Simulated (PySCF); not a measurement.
Al(Br)(Me)(OMe) (C2H6AlBrO), SMILES C[O][Al]([CH3])[Br].

The structure is a stationary point at B3LYP-D3(BJ)/def2-SVP. Other conformers were not sampled.

Level of theory: B3LYP/def2-TZVP run with PySCF.

Symmetry labels are those of the subgroup Cs that the program uses (full group Cs).

Computed valence orbital energies around the gap with their symmetry:
| orbital | symmetry | energy (eV) |
|---|---|---|
| HOMO−7 | A' | -11.14 |
| HOMO−6 | A" | -11.09 |
| HOMO−5 | A' | -10.31 |
| HOMO−4 | A' | -8.74 |
| HOMO−3 | A" | -8.40 |
| HOMO−2 | A' | -8.16 |
| HOMO−1 | A' | -7.97 |
| HOMO | A" | -7.96 |
| LUMO | A' | -0.60 |
| LUMO+1 | A" | -0.57 |
| LUMO+2 | A' | 1.16 |
| LUMO+3 | A' | 1.49 |
